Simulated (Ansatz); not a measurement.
Reaction (redistribution): `BN(C)[SiH2][SiH3]` + `S[SiH2][SiH2][GeH3]` → `BN(C)[SiH2]S` + `[SiH3][SiH2][SiH2][GeH3]`

Isolated molecules relaxed with PBE0-D4/def2-TZVP in Ansatz; ΔE leaves out vibrations. CCSD(T)/CBS adds triple-zeta CCSD(T) − MP2 to the extrapolated MP2 energy (def2 sets, frozen cores). DFT in def2-TZVPP. B3LYP here is the variant with VWN-RPA as its local correlation; programs differ in this. For Ge outer-core shells are correlated without core-valence functions, which leaves a few kJ/mol of doubt a bond. Scalar relativity is left out up to krypton. One conformer a species, not always the lowest.

`BN(C)[SiH2][SiH3]`:

Cartesian coordinates in Å:
```
B -1.499 -0.746 0.144
N -0.180 -0.650 0.581
C 0.341 -1.500 1.645
Si 0.961 0.495 -0.110
Si -0.002 1.791 -1.799
H -1.882 -0.025 -0.735
H -2.237 -1.546 0.649
H -0.442 -2.171 2.000
H 1.182 -2.104 1.290
H 0.695 -0.900 2.489
H 2.134 -0.265 -0.632
H 1.481 1.361 0.988
H -1.134 2.600 -1.279
H -0.469 0.945 -2.927
H 1.052 2.716 -2.303
```

`S[SiH2][SiH2][GeH3]`:

```xyz
12

S     0.846    0.527   -2.601
Si   -0.788    1.071   -1.322
Si   -1.051   -0.541    0.348
Ge    0.981   -0.714    1.577
H     1.728    0.361   -1.601
H    -0.582    2.413   -0.711
H    -1.958    1.140   -2.234
H    -1.369   -1.853   -0.277
H    -2.155   -0.169    1.278
H     1.277    0.612    2.299
H     2.153   -1.006    0.623
H     0.918   -1.840    2.621
```

`BN(C)[SiH2]S`:

```xyz
13

B    -0.083    1.096    1.198
N     0.283    0.110    0.280
C     1.471   -0.716    0.484
Si   -0.609   -0.322   -1.165
S    -2.208    0.975   -1.664
H     0.605    1.269    2.166
H    -1.069    1.745    1.013
H     1.955   -0.437    1.420
H     1.212   -1.779    0.533
H     2.189   -0.584   -0.332
H    -1.087   -1.718   -0.989
H     0.312   -0.262   -2.328
H    -2.972    0.624   -0.616
```

`[SiH3][SiH2][SiH2][GeH3]`:

Z-matrix (Å, degrees):
```
Si
Si 1 2.338
H 1 1.488 2 109.9
H 1 1.488 2 111.3 3 120.6
H 1 1.488 2 109.5 3 -119.1
Si 2 2.337 1 109.6 3 58.5
H 2 1.490 1 110.1 3 -63.6
H 2 1.490 1 109.2 3 177.7
Ge 6 2.380 2 109.8 1 54.9
H 6 1.490 2 109.4 1 -64.6
H 6 1.490 2 110.8 1 176.1
H 9 1.538 6 110.1 2 -64.6
H 9 1.538 6 111.3 2 175.1
H 9 1.538 6 110.3 2 54.7
```

(1) Is it downhill or uphill in electronic energy at CCSD(T)/CBS, and by how much? (Best estimate.)

(2) What do these levels give: r2SCAN, B3LYP, HF/def2-TZVPP, MP2/def2-TZVPP, CCSD(T)/def2-TZVPP, HF/def2-QZVPP? (Estimate.)

Largest T1 diagnostic among the species: 0.013.

## Answers

(1) The calculation gave: Downhill: ΔE = -10.2 kJ/mol.

(2) Ansatz gave: r2SCAN -11.8, B3LYP -9.7, HF/def2-TZVPP -10.0, MP2/def2-TZVPP -11.8, CCSD(T)/def2-TZVPP -11.1, HF/def2-QZVPP -9.7 kJ/mol.
